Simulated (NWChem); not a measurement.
System: SiH$_{3}$S$_{2}$F; SMILES [SiH](F)(S)S

```xyz
7

Si    -0.4422    -0.4417    -0.0106
F     -1.8656     0.3275     0.1325
S      0.6946     0.2140    -1.6781
S      0.7512     0.0558     1.6757
H     -0.7903    -1.8775    -0.1488
H      0.1311    -0.6772    -2.5243
H     -0.3060     0.0773     2.5189
```
Atoms are numbered in this order, from 1.

Computed with NWChem. Structure relaxed at the PBE0/def2-SVP level. Level: M06-2X/def2-SVP with SMD (1 M gas to 1 M solution), gas-phase geometry. Reactions with the solvent are ignored.

**Question.** Order these by “dipole in solution (D)”, lowest first: dimethyl sulfoxide; 1-octanol; chloroform; cyclohexane.

**Answer.** cyclohexane (1.92), chloroform (2.09), 1-octanol (2.17), dimethyl sulfoxide (2.23)
